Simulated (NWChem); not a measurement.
System: C2H3F2NSi; SMILES F[SiH](CC#N)F

Here is an NWChem input.

```
start job
memory heap 200 mb stack 900 mb global 1100 mb
geometry units angstroms noautoz
  N     -0.335047    -2.962349    -0.271718
  C      0.170894    -1.983456     0.095166
  C      0.776873    -0.725025     0.509882
  Si    -0.042655     0.757078    -0.326206
  F     -1.500441     0.970972     0.298285
  F      0.844938     2.040125     0.043013
  H      0.699764    -0.611424     1.598808
  H      1.845769    -0.727436     0.259759
  H     -0.141377     0.619207    -1.789788
end
basis spherical
  * library def2-tzvp
end
dft
  xc xpbe96 cpbe96
  iterations 150
  semidirect filesize 400000000
  mulliken
end
task dft energy
```

Parts of the log:

```
             Northwest Computational Chemistry Package (NWChem) 7.3.0
             --------------------------------------------------------

 C1  symmetry detected

                             Geometry "geometry" -> ""
                             -------------------------

 Output coordinates in angstroms (scale by  1.889725989 to convert to a.u.)

  No.       Tag          Charge          X              Y              Z
 ---- ---------------- ---------- -------------- -------------- --------------
    1 N                    7.0000    -0.25003041    -2.97170567    -0.24720275
    2 C                    6.0000     0.23550299    -1.97717479     0.10490137
    3 C                    6.0000     0.81459290    -0.70027034     0.50115683
    4 Si                  14.0000    -0.05162096     0.75320611    -0.33811568
    5 F                    9.0000    -1.50685116     0.93635395     0.30191683
    6 F                    9.0000     0.80782185     2.06133021     0.00904853
    7 H                    1.0000     0.74749599    -0.57867201     1.58988208
    8 H                    1.0000     1.88019229    -0.67829102     0.23824840
    9 H                    1.0000    -0.16409353     0.59953042    -1.79912917

 Effective nuclear repulsion energy (a.u.)     279.7037599404

  pbe96 is a nonlocal functional; adding pw91lda local functional.

                                 NWChem DFT Module
                                 -----------------

 Summary of "ao basis" -> "ao basis" (spherical)
 ------------------------------------------------------------------------------
       Tag                 Description            Shells   Functions and Types
 ---------------- ------------------------------  ------  ---------------------
 N                         def2-tzvp                11       31   5s3p2d1f
 C                         def2-tzvp                11       31   5s3p2d1f
 Si                        def2-tzvp                13       37   5s5p2d1f
 F                         def2-tzvp                11       31   5s3p2d1f
 H                         def2-tzvp                 4        6   3s1p

            General Information
            -------------------
          SCF calculation type: DFT
          Wavefunction type:  closed shell.
          No. of atoms     :     9
          No. of electrons :    54
           Alpha electrons :    27
            Beta electrons :    27
          Charge           :     0
          Spin multiplicity:     1
          Use of symmetry is: off; symmetry adaption is: off
          Maximum number of iterations: 150
          AO basis - number of functions:   210
                     number of shells:    80
          Convergence on energy requested:  1.00D-06
          Convergence on density requested:  1.00D-05
          Convergence on gradient requested:  5.00D-04

              XC Information
              --------------
          PerdewBurkeErnzerhof Exchange Functional  1.000
            Perdew 1991 LDA Correlation Functional  1.000 local
           PerdewBurkeErnz. Correlation Functional  1.000 non-local

             Grid Information
             ----------------
          Grid used for XC integration:  medium
          Radial quadrature: Mura-Knowles
          Angular quadrature: Lebedev.
          Tag              B.-S. Rad. Rad. Pts. Rad. Cut. Ang. Pts.
          ---              ---------- --------- --------- ---------
          N                   0.65       49          11.0       434
          C                   0.70       49          10.0       434
          Si                  1.10       88          10.0       590
          F                   0.50       49          12.0       434
          H                   0.35       45          11.0       434
          Grid pruning is: on
          Number of quadrature shells:   468
          Spatial weights used:  Erf1

      Superposition of Atomic Density Guess
      -------------------------------------

 Sum of atomic energies:        -618.82520305

      Non-variational initial energy
      ------------------------------

 Total energy =    -620.934462
 1-e energy   =   -1411.237879
 2-e energy   =     510.599657
 HOMO         =      -0.369014
 LUMO         =       0.032035

------------------------------------------------------------
EAF file 0: "./job.aoints.0" size=752877568 bytes
------------------------------------------------------------
               write      read    awrite     aread      wait
               -----      ----    ------     -----      ----
     calls:     1436         0         0         0         0
   data(b): 7.53e+08  0.00e+00  0.00e+00  0.00e+00
   time(s): 0.00e+00  0.00e+00  0.00e+00  0.00e+00  0.00e+00
rate(mb/s): 0.00e+00  0.00e+00
------------------------------------------------------------

     ---------------------------------------------
      Total Density - Mulliken Population Analysis
     ---------------------------------------------

    Atom       Charge   Shell Charges
 -----------   ------   -------------------------------------------------------
    1 N    7     7.72   0.82  1.15  0.63  0.93  0.26  1.52  1.65  0.71  0.01  0.03  0.00
    2 C    6     5.53   0.86  1.12  0.59  0.51  0.09  1.02  0.98  0.25  0.03  0.06  0.02
    3 C    6     6.42   0.86  1.12  0.54  0.66  0.08  1.22  1.46  0.45  0.01  0.03  0.00
    4 Si  14    12.69   2.00  0.59  1.39  0.77  0.33  4.10  1.74  0.46  0.74  0.15  0.19  0.16  0.08
    5 F    9     9.51   0.77  1.20  0.61  1.01  0.31  2.37  2.36  0.87  0.00  0.01  0.00
    6 F    9     9.51   0.77  1.20  0.61  1.01  0.31  2.37  2.36  0.87  0.00  0.01  0.00
    7 H    1     0.79   0.23  0.42  0.12  0.02
    8 H    1     0.79   0.23  0.42  0.12  0.02
    9 H    1     1.05   0.23  0.53  0.29  0.01

[...]
```

Level: PBE/def2-TZVP. All runs use the structure optimised with B3LYP/6-31G* (spherical d).
